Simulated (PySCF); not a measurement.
Compound: C₇H₅FNP.
InChI=1S/C7H5FNP/c1-5-6(2-9)3-10-4-7(5)8/h3-4H,1H3

Method used: TDDFT wB97X-D/def2-SVPD, vertical, gas phase, core orbitals frozen in the response in PySCF. Isolated species at its GFN2-xTB geometry, gas phase.

Each state is given a Gaussian of 0.5 eV full width at half maximum, with ε(max) = 2.175×10⁸ f / Δν̃ (Δν̃ the width in cm⁻¹). The width is an assumption, not a result. The curve ends short of the highest state used, and states not computed would add to its high-energy end.

λ (nm), ε (L mol⁻¹ cm⁻¹) and a bar:
```
    195.1      15407 ##############
    197.5      21615 ###################
    199.9      27109 ########################
    202.3      31064 ###########################
    204.7      33289 #############################
    207.0      34071 ##############################
    209.4      33824 ##############################
    211.8      32619 #############################
    214.2      30388 ###########################
    216.6      27102 ########################
    219.0      22979 ####################
    221.4      18495 ################
    223.8      14231 #############
    226.2      10669 #########
    228.6       8074 #######
    231.0       6466 ######
    233.4       5681 #####
    235.8       5456 #####
    238.2       5515 #####
    240.6       5625 #####
    243.0       5630 #####
    245.4       5457 #####
    247.8       5105 ####
    250.2       4623 ####
    252.6       4083 ####
    255.0       3559 ###
    257.4       3106 ###
    259.8       2753 ##
    262.2       2503 ##
    264.5       2346 ##
    266.9       2241 ##
    269.3       2165 ##
    271.7       2091 ##
    274.1       1997 ##
    276.5       1874 ##
    278.9       1720 ##
    281.3       1541 #
    283.7       1347 #
    286.1       1147 #
    288.5        953 #
    290.9        773 #
    293.3        613 #
    295.7        475 
    298.1        361 
    300.5        268 
    302.9        196 
    305.3        140 
    307.7         99 
    310.1         69 
    312.5         47 
    314.9         32 
    317.3         21 
    319.7         14 
    322.1          9 
    324.4          6 
    326.8          4
```

(1) Where are the band maxima, and which computed states make them?

(2) Coming from long wavelengths, where does ε first pass 100 L mol⁻¹ cm⁻¹?

(3) On this curve, what absorbance would a 10⁻³ mol/L sample give at 248 nm over a 1 cm path?

Answers

(1) 242 nm (5.13 eV), ε about 5600, made up of S2 (84%) and S3 (11%) (hardly more than a shoulder); 208 nm (5.97 eV), ε about 34000, made up of S5 (45%) and S6 (55%) (ε in L mol⁻¹ cm⁻¹; maxima over ε = 5, shares over 10%). The states used: S1 4.54 eV (f 0.034); S2 5.08 eV (f 0.089); S3 5.24 eV (f 0.014); S4 5.61 eV (f 0.0046); S5 5.78 eV (f 0.439); S6 6.14 eV (f 0.465); S7 6.71 eV (f 0.0003); S8 6.96 eV (f 0.0003).

(2) At about 308 nm (4.03 eV), 0.51 eV below S1.

(3) 248 nm is 4.999 eV, where ε is about 5100 L mol⁻¹ cm⁻¹, so A = ε c l ≈ 5.1 (Beer–Lambert, with the gas-phase spectrum and the assumed width).
